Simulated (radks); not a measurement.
Values are calculated unless marked as measured or tabulated.
Ionisation of the potassium ion K+, [Ar], to K2+, [Ne] 3s2 3p5, under several functionals. Scalar-relativistic Kohn-Sham, spin-polarised, spherical densities, point nucleus; open shells are filled with parallel spins first; a radial shooting solver on a logarithmic mesh with Libxc functionals.

[
 {"functional": "B86b exchange with PBE correlation", "E(K+) (hartree)": "-602.12523", "Exc (hartree)": "-33.45050", "IE (eV)": "31.661", "-e(HOMO) (eV)": "24.914", "<r> HOMO (bohr)": "1.426", "IE error (eV)": "+0.036"},
 {"functional": "LDA (Slater exchange, Perdew-Zunger correlation)", "E(K+) (hartree)": "-600.39439", "Exc (hartree)": "-31.66880", "IE (eV)": "31.743", "-e(HOMO) (eV)": "24.971", "<r> HOMO (bohr)": "1.427", "IE error (eV)": "+0.118"},
 {"functional": "XLYP", "E(K+) (hartree)": "-602.30808", "Exc (hartree)": "-33.63158", "IE (eV)": "31.520", "-e(HOMO) (eV)": "24.779", "<r> HOMO (bohr)": "1.429", "IE error (eV)": "-0.105"},
 {"functional": "BLYP", "E(K+) (hartree)": "-602.15003", "Exc (hartree)": "-33.47011", "IE (eV)": "31.482", "-e(HOMO) (eV)": "24.741", "<r> HOMO (bohr)": "1.429", "IE error (eV)": "-0.143"}
]

NIST Atomic Spectra Database: 31.625 eV (measured). Closest: B86b exchange with PBE correlation. The Delta-SCF values span 0.26 eV, the total energies 1.91 hartree. The highest occupied level is 3p. Open shells are spherical and high-spin; term and fine-structure splittings are not resolved.
